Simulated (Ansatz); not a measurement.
Basis sets compared for Sn10OH14. The state is a singlet with charge 0. Geometry PBE-D4/def2-SVP. Ansatz on 2 threads of AMD EPYC 7R13 on a shared host and a share (18 GiB) of an NVIDIA H100 80GB HBM3; times are rough, and most runs start from earlier orbitals.

```tsv
atom	x (Å)	y (Å)	z (Å)
Sn1	0.888	2.467	-1.674
Sn2	-0.655	-1.742	-2.682
Sn3	3.027	-1.220	0.066
Sn4	0.585	1.545	2.815
Sn5	-0.963	-2.670	1.818
Sn6	-3.107	0.996	0.081
Sn7	1.646	-0.200	-2.167
Sn8	-0.804	2.542	0.576
Sn9	-2.387	-1.684	-0.450
Sn10	1.378	-1.129	2.359
O11	-1.502	-4.158	2.834
H12	0.066	3.117	-3.059
H13	2.295	3.443	-1.392
H14	-1.492	-1.103	-4.064
H15	-0.220	-3.383	-3.045
H16	4.459	-0.279	0.354
H17	3.526	-2.856	-0.229
H18	1.998	2.513	3.107
H19	-0.409	1.628	4.236
H20	-3.966	1.642	-1.284
H21	-4.177	1.055	1.447
H22	2.693	-0.273	-3.557
H23	-1.287	4.183	0.901
H24	-3.800	-2.658	-0.737
H25	2.208	-1.773	3.745
```

In the def2 sets Sn takes a core potential; there is no spin–orbit coupling. Single mean-field runs in def2-TZVP are fitted with def2-universal-jkfit.

Binding counts from free atoms (Sn triplet, O triplet, H doublet) in the same basis, without a counterpoise term.

```
           level  functions  energy (Eh)  HOMO (eV)  LUMO (eV)  binding per atom (eV)  wall time
 PBE-D4/def2-SVP        344   -2226.5854      -5.22      -3.37                   2.45      5.5 s
PBE0-D4/def2-SVP        344   -2226.6843      -6.35      -2.78                   2.41       10 s
```

(1) Estimate the rows for PBE-D4/def2-TZVP, PBE0-D4/def2-TZVP (with forces).

Results:

(1) 
| level | functions | energy (Eh) | HOMO (eV) | LUMO (eV) | binding per atom (eV) | wall time |
| --- | --- | --- | --- | --- | --- | --- |
| PBE-D4/def2-TZVP | 615 | -2226.7639 | -5.34 | -3.52 | 2.47 | 7.5 s |
| PBE0-D4/def2-TZVP (with forces) | 615 | -2226.8544 | -6.43 | -2.90 | 2.43 | 8 s |
